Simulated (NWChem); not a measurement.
Species: C$_{3}$H$_{3}$N$_{2}$ anion

```xyz
8

C      0.0000     0.0000    -1.1713
C      0.0000     1.0973    -0.2888
N      0.0000     0.6776     0.9926
N      0.0000    -0.6776     0.9926
C      0.0000    -1.0973    -0.2888
H      0.0000     0.0000    -2.2620
H      0.0000     2.1646    -0.5244
H      0.0000    -2.1646    -0.5244
```
Atoms are numbered in this order, from 1.

Computed with NWChem. Pople sets run with spherical d functions. Sets without diffuse functions describe the anion's extra electron poorly. All runs use the structure optimised with B3LYP/def2-SVPD. Not confirmed as a minimum by frequencies. Atomic charges in e: unrestrained fits to the electrostatic potential beside Mulliken populations; buried atoms are poorly determined by the fit.

Question: Estimate the computed values for Hartree-Fock/6-31G*. Quantities: ESP C1; Mulliken C1; ESP C2; Mulliken C2; ESP N3; Mulliken N3; ESP N4; Mulliken N4; ESP C5; Mulliken C5; relative RMS misfit of the potential (%).

Answer: 
| Property | Value |
|---|---|
| ESP C1 | -0.56 |
| Mulliken C1 | -0.38 |
| ESP C2 | 0.28 |
| Mulliken C2 | -0.01 |
| ESP N3 | -0.50 |
| Mulliken N3 | -0.43 |
| ESP N4 | -0.50 |
| Mulliken N4 | -0.43 |
| ESP C5 | 0.27 |
| Mulliken C5 | -0.01 |
| relative RMS misfit of the potential (%) | 6 |
